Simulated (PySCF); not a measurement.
Compound: C3H8BrGeN.
Geometry (PBE0-D3(BJ)/def2-SVP, Å), atoms numbered from 1 in this order:
```xyz
14
C3H8BrGeN angstrom
C      1.8167    1.1527    0.1621
C      1.3925   -0.1149    0.1693
C      0.4635   -0.7135   -0.8308
Ge    -1.3588   -0.7527   -0.1207
N     -1.7398    0.9119    0.4897
Br    -1.3549   -2.3755    1.5669
H      2.4787    1.5346    0.9432
H      1.5272    1.8479   -0.6328
H      1.7046   -0.7744    0.9884
H      0.4289   -0.1248   -1.7611
H      0.7385   -1.7499   -1.0790
H     -2.4511   -1.1954   -1.1037
H     -2.6473    1.0309    0.9304
H     -1.0139    1.3073    1.0832
```

Theory: PySCF 2.14.0, PBE0-D3(BJ)/def2-SVP geometry optimisation, gas phase.

Take the most abundant isotopes and a rigid rotor. The values belong to one conformer with, in the numbering `[CH2:1]=[CH:2][CH2:3][Ge@H:4]([NH2:5])[Br:6]`, C1–C2–C3–Ge4 -99°, C2–C3–Ge4–N5 51°, C3–Ge4–N5–H -177° and -48°.

Q: What are A, B and C (GHz)?

A: Ia = 222.96, Ib = 539.82, Ic = 637.25 u·Å²; 505379 MHz·u·Å²/I gives 2267, 936.2 and 793.1 MHz, that is A = 2.2666, B = 0.9362, C = 0.7931 GHz.

Q: Classify the top.

A: An asymmetric top; Ray's κ = -0.806.

Q: Is it planar, by Δ = Ic − Ia − Ib?

A: Not planar: Δ = Ic − Ia − Ib = -125.53 u·Å². For a rigid frame Δ = −2 Σ m c², so Σ m c² = 62.77 u·Å² lies off the ab plane: 15.89 from hydrogen and 46.87 from heavier atoms. The atom farthest from that plane is 1.91 Å away.

Q: Give the other two planar moments, Paa and Pbb, and the rms extents of the mass along the axes.

A: Paa = Σ m a² = (Ib + Ic − Ia)/2 = 477.05 and Pbb = Σ m b² = (Ia + Ic − Ib)/2 = 160.20 u·Å². With the mass M = 210.91 u, the rms extents √(P/M) along a, b and c are 1.50, 0.87, 0.55 Å.

Q: Where do the levels up to J = 3 lie, in cm⁻¹?

A: Above 0(0,0):
J = 1: 1(0,1) 0.0577, 1(1,1) 0.1021, 1(1,0) 0.1068
J = 2: 2(0,2) 0.1727, 2(1,2) 0.2126, 2(1,1) 0.2270, 2(2,1) 0.3601, 2(2,0) 0.3605
J = 3: 3(0,3) 0.3443, 3(1,3) 0.3783, 3(1,2) 0.4069, 3(2,2) 0.5332, 3(2,1) 0.5350, 3(3,1) 0.7672, 3(3,0) 0.7672
Those of J = 1 are B + C, A + C and A + B.

Q: Which lines would a microwave search look for?

A: The dipole components are |μa| = 1.66 D, |μb| = 0.73 D, |μc| = 0.28 D. The squared components, which scale the intensities, stand as 1.00 : 0.19 : 0.03 (a : b : c). Some lines, for components of 0.1 D or more:

```csv
type,branch,"J(Ka,Kc)",MHz,lower level (cm⁻¹)
c,Q,"4(1,4) ← 4(0,4)",819,0.571
b,Q,"4(1,3) ← 4(0,4)",2247,0.571
a,R,"2(1,2) ← 1(1,1)",3315,0.102
a,R,"2(1,1) ← 1(1,0)",3602,0.107
b,Q,"4(2,2) ← 4(1,3)",3672,0.646
b,R,"2(1,2) ← 1(0,1)",4646,0.058
b,R,"4(1,4) ← 3(0,3)",7631,0.344
c,R,"2(2,1) ← 1(1,1)",7736,0.102
b,R,"3(3,0) ← 2(2,1)",12205,0.360
c,R,"4(4,1) ← 3(3,1)",16733,0.767
b,R,"4(4,0) ← 3(3,1)",16733,0.767
```

Stationary, but not proved a minimum. Zero-point vibration and centrifugal distortion are left out. A rigid rotor knows nothing of inversion at nitrogen, which can split or shift real lines. Quadrupole hyperfine structure (14N, 79Br) is left out.

Time: 6.9 min. Hardware: one thread of an Arm Neoverse V1, shared host. These figures are those of the optimisation.
